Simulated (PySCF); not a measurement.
Vertical excitations of a molecule C3H7ClSi from TDA-B3LYP/def2-SVPD run with PySCF, as energy in eV (oscillator strength): 6.39 (0.487), 6.46 (0.002), 6.59 (0.003), 6.99 (0.003), 7.04 (0.003), 7.16 (0.005), 7.30 (0.009), 7.49 (0.001), 7.52 (0.005), 7.76 (0.008). Lowest triplet (TDA): 4.02 eV. The structure is a stationary point at PBE0-D3(BJ)/def2-SVP. The values are those of a single conformer.

### Question
Pick the molecule that these values belong to.
A. C[SiH2]/C=C/Cl
B. ClC1C[SiH2]C1
C. C=CC[SiH2]Cl
D. [SiH3]C/C=C\Cl

### Answer
A, C[SiH2]/C=C/Cl
